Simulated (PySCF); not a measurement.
Compound: GeH7NSSi.
SMILES with atom numbers: `[NH2:1][GeH2:2][S:3][SiH3:4]` (hydrogens: H5, H6 on N1; H7, H8 on Ge2; H9, H10, H11 on Si4)

Computed, not measured: PBE0-D3(BJ)/def2-SVP geometry optimisation, gas phase in PySCF.

**Question.** List the bond lengths, angles and torsions at this level.

**Answer.** 
| bond | length (pm) |
| --- | --- |
| N1–Ge2 | 183.0 |
| Ge2–S3 | 222.8 |
| S3–Si4 | 215.6 |
| N1–H5, N1–H6 | 101.6 |
| Ge2–H7, Ge2–H8 | 154.0 |
| Si4–H9, Si4–H10, Si4–H11 | 149.2 |

Bonds in one row agree within 1 pm and their mean is given. A selection of angles:
| angle | degrees |
| --- | --- |
| Ge2–N1–H5 | 116.8 |
| Ge2–N1–H6 | 116.1 |
| H5–N1–H6 | 110.0 |
| N1–Ge2–S3 | 105.5 |
| N1–Ge2–H7 | 116.2 |
| N1–Ge2–H8 | 105.8 |
| S3–Ge2–H7 | 105.8 |
| S3–Ge2–H8 | 111.8 |
| H7–Ge2–H8 | 111.8 |
| Ge2–S3–Si4 | 96.7 |
| S3–Si4–H9 | 111.5 |
| S3–Si4–H10 | 104.5 |
| S3–Si4–H11 | 113.1 |
| H9–Si4–H10 | 109.0 |
| H10–Si4–H11 | 108.4 |

Dihedral angles: N1–Ge2–S3–Si4 -35° (synclinal). The mirror-image conformer, all signs reversed, is as good.

N1 (nitrogen bonded to Ge and 2 H) is pyramidal (angles 116.8°, 116.1° and 110.0°, sum 342.9°, 0.29 Å off the plane of its three neighbours). Si4 (SiH3 silicon) is distorted tetrahedral (angles from 104.5° to 113.1°). Ge2 (germanium bonded to N, S and 2 H) is distorted tetrahedral (angles from 105.5° to 116.2°).

Point group: C1 (no symmetry element, even within 0.4 Å). No frequency check. One conformer, not necessarily the lowest (H–N1–Ge2–S3 -77° and 150°, N1–Ge2–S3–Si4 -35°).

Time: 82 s wall; peak memory 0.50 GiB. Hardware: Arm Neoverse V1, one thread, shared host with 32 logical CPUs at a one-minute load of 21. This is the geometry optimisation.
